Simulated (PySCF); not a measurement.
**Structure from 2D NMR**

Compound of formula C₄H₉FSi₂. Correlations simulated from computed shifts and the bond graph:

HSQC (one-bond C–H):
```csv
δH,δC
5.49,80.7
0.24,-8.4
```

COSY cross peaks (H two or three bonds apart, from the bond graph; peaks can be absent where the dihedral angle is near 90°):
```csv
δH,δH
5.49,4.40
5.49,4.26
4.40,4.26
4.40,0.24
4.26,0.24
```

HMBC (two and three bonds, from the bond graph):
```csv
δH,δC
5.49,"113.6, 95.6, -8.4"
4.40,"113.6, 80.7, -8.4"
4.33,"113.6, 95.6"
4.26,"113.6, 80.7, -8.4"
0.24,80.7
```

Carbons without hydrogens: δ 113.6, 95.6.

PySCF 2.14.0 with density-fitted response routines calculation with PBE0/pcSseg-1 with gauge-including orbitals and geometry from GFN2-xTB; non-relativistic Hamiltonian, in vacuum, equivalent nuclei averaged, one conformer.

References, each an isolated molecule treated in the same way: ¹H and ¹³C vs TMS.

Exchangeable hydrogens are left out of these lists.

Which molecule is this?

## Answers

SMILES C[SiH2][C@H](F)C#C[SiH3].

Numbering as in the mapped SMILES `[CH3:1][SiH2:2][C@H:3]([F:4])[C:5]#[C:6][SiH3:7]`. Each H is labelled by its parent atom. Ha(Si2) is pro-R; Hb(Si2) is pro-S.

1. δC 113.6 is C5, an alkyne carbon.
2. δC 95.6 is C6, an alkyne carbon.
3. δC 80.7 is C3, a propargylic sp3 CH bonded to F and Si (δH 5.49).
4. δC -8.4 is C1, a methyl carbon bonded to Si (δH 0.24).
5. HMBC from δH 5.49 reaches the proton-free carbons C5, C6.
6. HMBC from δH 4.40 reaches the proton-free carbon C5.
7. HMBC from δH 4.33 reaches the proton-free carbons C5, C6.
8. HMBC from δH 4.26 reaches the proton-free carbon C5.
9. COSY links 5.49–4.40, 5.49–4.26, 4.40–4.26, 4.40–0.24, 4.26–0.24.

The data come from this structure; uniqueness wasn't tested.

Shifts are as computed. Against solution values, carbons near 30 ppm lie about +3 ppm off and those near 130 ppm about +5 ppm. Of 1309 compounds with measured shifts, 239 miss one by over three times the rms of a fit or turn the order of signals round; such compounds aren't used in these exercises.
